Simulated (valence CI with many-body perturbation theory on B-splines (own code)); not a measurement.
Which ion has this spectrum?

A relativistic CI+MBPT calculation for an atom or ion with 42 electrons gives these levels (cm⁻¹):

```
J  Parity       E     g
4    even     0.0  1.32
2    even   18218  1.33
0    even   53035      
3    even   64327  1.41
4    even   75745  1.14
1    even   76077  1.37
5    even   95442  1.13
6    even   97010  1.12
2    even  109332  0.94
3    even  112430  1.04
2    even  135975  1.21
0    even  138603      
1    even  140761  1.03
4    even  142989  1.03
```

The energies are calculated, and their last digits are not significant.

Task: Which is it?
A. Lu29+
B. Er26+
C. Tm27+
D. Dy24+

Result: B. Er26+, ground level (4d3/2^4 4d5/2^2) J=4.
